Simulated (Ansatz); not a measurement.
`[C-]#[N+]CCCCCCCCCC=C` with charge +1. Charge 1, multiplicity 2. Geometry PBE-D4/def2-SVP, that of the neutral singlet; atoms count from 1.

```xyz
34

C     3.963    0.250    6.020
N     3.102   -0.027    5.252
C     2.101   -0.360    4.301
C     2.657   -0.477    2.875
C     1.576   -0.842    1.856
C     2.113   -0.958    0.425
C     1.076   -1.396   -0.618
C    -0.074   -0.407   -0.843
C    -1.034   -0.839   -1.957
C    -2.247    0.079   -2.162
C    -1.899    1.486   -2.652
C    -3.060    2.404   -2.923
C    -4.365    2.126   -2.757
H     1.305    0.415    4.342
H     1.627   -1.317    4.610
H     3.136    0.486    2.598
H     3.465   -1.240    2.868
H     1.101   -1.807    2.147
H     0.765   -0.082    1.896
H     2.959   -1.680    0.419
H     2.551    0.019    0.120
H     1.594   -1.567   -1.587
H     0.655   -2.385   -0.326
H     0.356    0.594   -1.076
H    -0.654   -0.273    0.097
H    -0.469   -0.924   -2.914
H    -1.396   -1.867   -1.734
H    -2.938   -0.394   -2.893
H    -2.818    0.151   -1.209
H    -1.283    1.413   -3.580
H    -1.226    1.992   -1.921
H    -2.781    3.408   -3.295
H    -5.139    2.874   -2.987
H    -4.717    1.146   -2.396
```

(1) Estimate the Mulliken populations of the heavy atoms from the PBE0/def2-SVP orbitals of Ansatz.

(2) Where does the spin sit?

(3) And the Mayer bond orders between heavy atoms (over 0.3)?

Results:

(1) 
```
atom  charge (e)  spin (α − β)
  C1        0.01          0.31
  N2       -0.10         -0.04
  C3        0.13          0.01
  C4       -0.11          0.00
  C5       -0.12          0.00
  C6       -0.05          0.00
  C7       -0.05          0.00
  C8       -0.13          0.00
  C9       -0.05          0.00
 C10       -0.11          0.00
 C11       -0.08          0.00
 C12       -0.03          0.22
 C13        0.05          0.45
```
Mulliken values depend strongly on the basis.

(2) Summed by element: C 1.00, N -0.04, H 0.04, of 1 unpaired in all. Largest on single atoms: C13 0.45, C1 0.31, C12 0.22.

(3) C1–N2 2.52 (1.19 Å); N2–C3 0.88 (1.42 Å); C3–C4 1.05 (1.54 Å); C4–C5 1.07 (1.53 Å); C5–C6 1.06 (1.53 Å); C6–C7 1.09 (1.53 Å); C7–C8 1.06 (1.53 Å); C8–C9 1.06 (1.53 Å); C9–C10 1.08 (1.53 Å); C10–C11 1.06 (1.53 Å); C11–C12 1.10 (1.51 Å); C12–C13 1.58 (1.34 Å).
